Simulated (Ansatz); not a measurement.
Basis-set series for `C[SiH](C)[N]([GeH3])[SiH2][SiH3]`. The species carries charge 0 and has multiplicity 1. All single points use the PBE0-D4/def2-TZVP geometry. It is one conformer, not always the lowest.

| atom | x (Å) | y (Å) | z (Å) |
| --- | --- | --- | --- |
| C1 | -2.680 | 0.957 | -0.372 |
| Si2 | -1.249 | 0.128 | 0.497 |
| C3 | -1.420 | -1.729 | 0.408 |
| N4 | 0.265 | 0.627 | -0.199 |
| Ge5 | 0.768 | 2.403 | -0.020 |
| Si6 | 1.380 | -0.416 | -1.009 |
| Si7 | 2.750 | -1.614 | 0.473 |
| H8 | -3.630 | 0.672 | 0.088 |
| H9 | -2.602 | 2.046 | -0.321 |
| H10 | -2.711 | 0.670 | -1.427 |
| H11 | -1.274 | 0.550 | 1.930 |
| H12 | -0.597 | -2.241 | 0.914 |
| H13 | -2.348 | -2.028 | 0.903 |
| H14 | -1.462 | -2.085 | -0.624 |
| H15 | 2.210 | 2.465 | 0.512 |
| H16 | 0.690 | 3.109 | -1.385 |
| H17 | -0.207 | 3.051 | 0.975 |
| H18 | 0.676 | -1.369 | -1.914 |
| H19 | 2.266 | 0.435 | -1.859 |
| H20 | 3.506 | -0.671 | 1.344 |
| H21 | 3.730 | -2.459 | -0.267 |
| H22 | 1.941 | -2.502 | 1.353 |

| functional | basis | functions | energy (Eh) | HOMO (eV) | LUMO (eV) |
| --- | --- | --- | --- | --- | --- |
| PBE0-D4 | def2-SVP | 203 | -3084.11715 | -6.87 | -0.02 |
| PBE0-D4 | def2-QZVPP | 920 | -3084.92670 | -6.95 | -0.35 |
| ωB97M-V | def2-SVP | 203 | -3084.61277 | -8.97 | 1.82 |
| ωB97M-V | def2-QZVPP | 920 | -3085.43024 | -9.07 | 1.24 |

Q: Give the rows for def2-TZVPP. (Estimate.)

A: Ansatz gave: 
```csv
functional,basis,functions,energy (Eh),HOMO (eV),LUMO (eV)
PBE0-D4,def2-TZVPP,477,-3084.84352,-6.94,-0.27
ωB97M-V,def2-TZVPP,477,-3085.35051,-9.07,1.45
```

Positive LUMOs are unbound and depend on the basis. Scalar relativity is left out up to krypton.
